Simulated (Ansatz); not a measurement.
Species: C$_{5}$H$_{11}$O, net charge 0, doublet state. It need not be the lowest isomer of its formula. SMILES: CCC[C](C)O
Structure (B3LYP-D3(BJ)/def2-TZVP (Ansatz, an electronic-structure program) minimum search):
```xyz
17

C     -2.7130    -0.1412    -0.3422
C     -1.3211     0.3237     0.0727
C     -0.2113    -0.6270    -0.4207
C      1.1618    -0.2313    -0.0062
C      1.8635     0.9337    -0.6127
O      1.3971    -0.4724     1.3348
H     -2.9316    -1.1321     0.0632
H     -3.4862     0.5422     0.0143
H     -2.7998    -0.2038    -1.4300
H     -1.2592     0.3970     1.1611
H     -1.1361     1.3282    -0.3196
H     -0.2496    -0.6832    -1.5127
H     -0.4190    -1.6331    -0.0424
H      1.5082     1.8960    -0.2087
H      1.7104     0.9557    -1.6922
H      2.9433     0.8911    -0.4333
H      2.2634    -0.1264     1.5762
```
Charge 0, spin multiplicity 2.

Computed values are from Ansatz. Cores are frozen in the correlated levels unless marked. UHF or UKS for open shells. No spin-orbit coupling. No relativistic terms. CBS marks a two-point X^-3 extrapolation of the correlation energy; Hartree-Fock from the larger set. The bracket is a focal-point correction in the basis named.

```json
{
 "atomisation energy De": "1595.6 kcal/mol at RI-MP2/CBS(cc-pVTZ,cc-pVQZ)+[CCSD(T)-MP2]/cc-pVTZ",
 "total_energy": "-272.0034 Eh at RI-MP2/CBS(cc-pVTZ,cc-pVQZ)+[CCSD(T)-MP2]/cc-pVTZ",
 "dipole_moment": "1.40 D at CCSD(T)/aug-cc-pVDZ",
 "T1 diagnostic": "0.012 at CCSD/cc-pVTZ"
}
```
